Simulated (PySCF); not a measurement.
## How methods differ on the ionisation energy of Zn¹⁷⁺

Zn¹⁷⁺ [Ne] 3s2 3p1 (2P) → Zn¹⁸⁺ [Ne] 3s2 (1S), as a difference of total energies. Computed with PySCF 2.14 in an even-tempered Gaussian basis (19 s from 1.2 bohr⁻², ratio 2.5; 12 p from 1.6 bohr⁻², ratio 2.5; 5 d from 7.8 bohr⁻², ratio 2.7; 4 f from 12 bohr⁻², ratio 2.7), with scalar relativity by spin-free X2C-1e. Correlated levels: outer shells: 1s2 frozen; virtual orbitals above 40 to 60 times the deepest correlated orbital energy dropped. The calculations carry no spin-orbit coupling.

```csv
method,ionisation energy (eV)
UHF,613.25
LDA,614.66
PBE0,614.71
r2SCANh,614.75
M06,614.68
MP2 (outer shells),613.80
SCS-MP2 (outer shells),613.70
```

Q: Estimate what PBE gives.

A: 614.84 eV, closest to r2SCANh among the rows shown.

Q: Estimate what r2SCAN gives.

A: 614.79 eV, closest to r2SCANh among the rows shown.

A first-order spin-orbit estimate (lowest level to lowest level, LS coupling) adds 3.153 eV.

For comparison: 613.3 ± 2.4 eV (semi-empirical (NIST evaluation); NIST Atomic Spectra Database, ionization energies).
